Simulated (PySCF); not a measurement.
Cartesian coordinates (Å):
```xyz
29

C     -1.1925     2.5319    -0.7202
C     -0.6495     1.7202     0.4534
Si     0.0000     0.0000     0.0000
C      1.3359     0.1514    -1.3338
C      2.5090     1.0577    -0.9684
C     -1.4275    -1.0554    -0.6595
C     -1.0626    -2.5034    -0.9774
C      0.7411    -0.8162     1.5398
C     -0.2538    -1.0862     2.6659
H     -0.4201     2.7045    -1.4870
H     -2.0304     2.0182    -1.2183
H     -1.5618     3.5211    -0.4048
H     -1.4313     1.5970     1.2240
H      0.1677     2.2715     0.9523
H      1.6998    -0.8649    -1.5684
H      0.8521     0.5092    -2.2604
H      3.2599     1.1091    -1.7733
H      3.0294     0.7059    -0.0631
H      2.1783     2.0897    -0.7682
H     -1.8306    -0.5588    -1.5600
H     -2.2454    -1.0226     0.0826
H     -0.6946    -3.0352    -0.0850
H     -1.9239    -3.0736    -1.3613
H     -0.2685    -2.5661    -1.7387
H      1.2257    -1.7580     1.2254
H      1.5621    -0.1733     1.9044
H     -0.7305    -0.1581     3.0201
H     -1.0636    -1.7590     2.3402
H      0.2258    -1.5566     3.5394
```
Charge 0, spin multiplicity 1.

Task: Estimate the HOMO–LUMO gap, dipole moment and S1 oscillator strength that PySCF with PBE-D3(BJ)/def2-TZVP // PBE0-D4/def2-SVP returns for this input.

Result: 
```
Item                      Value
----------------------  -------
HOMO–LUMO gap           6.51 eV
dipole moment            0.00 D
S1 oscillator strength    0.004
```
